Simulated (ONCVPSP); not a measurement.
## Pseudopotential generation for Cs: ONCV, LDA (Perdew-Wang 92), scalar-relativistic.

caesium (Cs), optimised norm-conserving Vanderbilt (ONCV), made with ONCVPSP 4.0.1 (LDA (Perdew-Wang 92), scalar-relativistic). Core [Kr] 4d10, reference 5s2 5p6 6s0.5 (charge +0.5). Waves: 5s+6s: rc 2.60 bohr, ncon 4, nbas 9, qcut 3.6 1/bohr, 2 projectors; 5p: rc 3.05 bohr, ncon 4, nbas 9, qcut 3.8 1/bohr, 2 projectors, debl 3.6 Ha; d scattering state at 0.18 Ha: rc 2.30 bohr, ncon 5, nbas 8, qcut 4 1/bohr, local. Local part: the d channel. Core correction: none.

In the d channel the program set the typed energies aside and used 0.050 Ha.

All-electron outer shells of the reference configuration (LDA (PZ), scalar-relativistic, ld1.x):

```json
{"shell": "5s", "level (eV)": "-29.38", "outermost node (bohr)": "0.82", "outermost maximum (bohr)": "1.54"}
{"shell": "5p", "level (eV)": "-16.07", "outermost node (bohr)": "0.89", "outermost maximum (bohr)": "1.76"}
{"shell": "6s", "level (eV)": "-4.01", "outermost node (bohr)": "2.09", "outermost maximum (bohr)": "4.39"}
```

(1) Estimate the cutoffs (Ha) at which the residual kinetic energy of the hardest occupied pseudo-wave falls to 1 and 0.1 mHa per electron.

(2) What does a ghost test show?

(3) Tests: 5s2 5p6 6s1; 5s2 5p6 6s0; 5s2 5p6 6s0 6p1; 5s2 5p6 5d0.5 6s0.5. Which has the largest error in its energy relative to the reference configuration, and how large is it?

Answers

(1) 5.1 Ha and 8.3 Ha.

(2) No bound ghost flagged; no localised positive-energy state flagged.

(3) 5s2 5p6 6s0 6p1, with +12 meV (all-electron minus pseudo) on -0.08 eV.
